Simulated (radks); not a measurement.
Results of a calculation; reference values are marked as such.
Question: These are the eigenvalues of the occupied orbitals of an atom or ion with whole-number occupations (hartree). Level of theory: Dirac Kohn-Sham, relativistic LDA (MacDonald-Vosko exchange, VWN5 correlation), spin-unpolarised, spherical densities, finite nucleus; Fermi nuclear charge, rms radius of each element as measured or else 0.836 A^(1/3) + 0.57 fm (a radial shooting solver on a logarithmic mesh with Libxc functionals).

| orbital | eigenvalue |
|---|---|
| 1s1/2 | -1743.878 |
| 2s1/2 | -365.5558 |
| 2p1/2 | -352.7707 |
| 2p3/2 | -332.0016 |
| 3s1/2 | -141.1106 |
| 3p1/2 | -136.3416 |
| 3p3/2 | -131.1374 |

Which element is it, and in what charge state? The configuration may be excited. Open shells, if any, fill j = l - 1/2 first.

Answer: Z = 61, promethium, charge +44: Pm44+ in [Ne] 3s2 3p5. The list shows which subshells hold electrons but not how many an open one holds; the 1s level, -1743.9 hartree, gives Z - s = 59.1 by -(Z - s)^2/2, which with screening and relativity narrows Z to a few neighbours, and the depths of the outer levels then fix element, charge and occupations together.
